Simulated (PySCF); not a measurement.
Calculated NMR data

How the numbers were obtained: shieldings: GIAO PBE0/pcSseg-1, structure optimised with GFN2-xTB, in PySCF 2.14.0 with density-fitted response routines (no solvent model, fast rotation and ring inversion assumed for equivalent nuclei, non-relativistic, one conformer).

Referencing at the same level of theory: TMS for $^{1}$H (31.72 ppm), $^{13}$C (186.93 ppm). Splittings of carbon signals by F and P are missing where no couplings were computed. Where no couplings were computed, multiplicities follow the n + 1 count of equivalent neighbours, and m marks all less simple cases (inequivalent or close neighbours, rings, F or P nearby). Shifts are as computed. Against solution values, carbons near 30 ppm lie about +3 ppm off and those near 130 ppm about +5 ppm. Of 1211 compounds with measured shifts, 218 miss one by over three times the rms of a fit or turn the order of signals round; such compounds aren't used in these exercises.

Compound 1 (C4H10O2). $^{1}$H NMR (500 MHz, computed): δ 3.65 (s, 4H), 3.52 (s, 6H). $^{13}$C{$^{1}$H} NMR (computed): δ 74.2 (CH2), 61.4 (CH3). Structure: SMILES COCCOC.

Compound 2 (C6H12FNSi). $^{1}$H NMR (500 MHz, computed): δ 3.82 (t, 3H), 3.07 (m, 2H), 2.54 (m, 2H), 2.52 (s, 3H), 1.77 (q, 2H). $^{13}$C{$^{1}$H} NMR (computed): δ 164.6 (C), 85.0 (C), 52.4 (CH2), 37.3 (CH3), 31.6 (CH2), 9.0 (CH2). Structure: `CN1CCC(C[SiH3])=C1F`.
